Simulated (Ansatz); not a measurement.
Two isomers of CH5ClGeS: A = `C[S][GeH2][Cl]`, B = `S[CH2][GeH2][Cl]`.

Program: Ansatz. Geometries: PBE0-D4/def2-TZVP. ΔE: electronic, gas phase. CBS: MP2 limit from def2 TZ/QZ plus the TZ coupled-cluster correction, frozen cores. DFT in def2-TZVPP. B3LYP here is the variant with VWN-RPA as its local correlation; programs differ in this. For Ge outer-core shells are correlated without core-valence functions, which leaves a few kJ/mol of doubt a bond. Scalar relativity is left out up to krypton. Each species was taken in one conformer, which may not be the lowest.

Question: Which is lower in electronic energy at CCSD(T)/CBS, and by how much? (Estimate.)

Answer: Computed: A, by 13.8 kcal/mol.

Question: Give E(B) − E(A) in kcal/mol with MP2/def2-TZVPP, B3LYP-D4, PBE-D4, BLYP-D4, HF/def2-TZVPP, CCSD/def2-TZVPP, PBE0-D4. (Estimate.)

Answer: The calculation gave: MP2/def2-TZVPP 14.0, B3LYP-D4 15.3, PBE-D4 15.3, BLYP-D4 15.3, HF/def2-TZVPP 16.0, CCSD/def2-TZVPP 13.6, PBE0-D4 15.2. None reverses the order clearly.

Question: Does the order hold for the free energy at 298.15 K (harmonic terms from PBE0-D4)? (An estimate is asked.)

Answer: Ansatz gave: Yes: G(B) − G(A) = +12.6 kcal/mol, for one conformer each.

Largest T1 diagnostic: 0.010.

In def2-TZVPP, CCSD(T) changes the Hartree–Fock value by −2.3 kcal/mol (the triples alone add +0.0 kcal/mol) and MP2 by −2.0 kcal/mol. Leaving LDA and LC-ωPBE aside and taking each functional with its dispersion term where it has one, the values, not all of them listed here, spread over 1.2 kcal/mol, from ωB97M-V to r2SCAN-D4. LDA lies −1.6 kcal/mol from PBE without D4.
